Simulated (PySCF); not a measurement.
Here is a computed PBE0-D3(BJ)/def2-SVP geometry (Å):
```
atom  x, y, z in Å
F1     0.9406   -0.5487   -1.6896
C2     1.3703   -0.4781   -0.4175
F3     1.8302   -1.6865   -0.0817
F4     2.4211    0.3543   -0.4142
C5     0.2874   -0.0230    0.5004
C6    -0.5851    1.1596    0.0544
Si7   -1.5158   -0.4397    0.2316
H8     0.6405    0.0085    1.5371
H9    -0.7125    1.9746    0.7734
H10   -0.4060    1.5149   -0.9666
H11   -1.9084   -1.1853   -0.9852
H12   -2.3283   -0.6831    1.4468
```

Charge 0, singlet.

Question: Which heavy atoms are bonded, and with what formal order?

Answer: F1–C2 1.34 Å (single); C2–F3 1.34 Å (single); C2–F4 1.34 Å (single); C2–C5 1.49 Å (single); C5–C6 1.54 Å (single); C6–Si7 1.86 Å (single); C5–Si7 1.87 Å (single). Bonds to hydrogen (Å): C5–H8 1.10; C6–H9 1.09; C6–H10 1.10; Si7–H11 1.48; Si7–H12 1.48.

Question: Which species is it?

Answer: `FC(F)(F)[C@H]1C[SiH2]1`, C3H5F3Si. Among its features: CF3 group, C–F bond, Si–H bond and C–Si bond.

Question: Name the point group.

Answer: C1 (no symmetry element, even within 0.4 Å).

Question: Which rings does it hold?

Answer: C5–C6–Si7 (3 members).

Question: Classify the heavy atoms.

Answer: F1/F3/F4: fluorine of a CF3 group; C2: CF3 carbon; C5: sp3 carbon bound to silicon; C6: sp3 carbon bound to silicon; Si7: SiH2 silicon.

Question: What is the arrangement about C2?

Answer: It has 4 neighbours (F1, F3, F4, C5) and is tetrahedral (angles from 106.6° to 112.2°).

Question: What is the arrangement about Si7?

Answer: It has 4 neighbours (C6, C5, H11, H12) and has angles from 48.6° to 119.6°.
